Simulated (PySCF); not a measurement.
Mn²⁺ (manganese, charge +2) across methods

[Ar] 3d5, high-spin 6S determinant. Computed with PySCF 2.14 in x2c-TZVPPall (6s5p4d2f1g, 64 functions), with scalar relativity by spin-free X2C-1e.

```csv
method,E (hartree),mean ε 3p α (eV),mean ε 3p β (eV),mean ε 3d α (eV),Σ⟨r²⟩ (bohr²),⟨S²⟩
UHF,-1156.60697,-92.269,-78.584,-34.815,15.89,8.751
wB97X,-1157.699,-80.452,-74.018,-30.367,16.11,8.750
LC-wPBE,-1157.505,-80.012,-74.269,-30.944,16.27,8.750
r2SCAN,-1157.655,-76.224,-69.372,-26.180,16.18,8.750
PBE,-1157.430,-74.062,-68.787,-25.858,16.38,8.750
PBE0,-1157.474,-78.815,-71.613,-28.253,16.19,8.750
PW91,-1157.745,-74.120,-68.880,-25.932,16.36,8.750
M06-2X,-1157.684,-82.420,-74.543,-30.524,16.04,8.751
```

Estimate the same row for LDA.

E (hartree) = -1155.218; mean ε 3p α (eV) = -73.946; mean ε 3p β (eV) = -68.919; mean ε 3d α (eV) = -26.064; Σ⟨r²⟩ (bohr²) = 16.39; ⟨S²⟩ = 8.750.
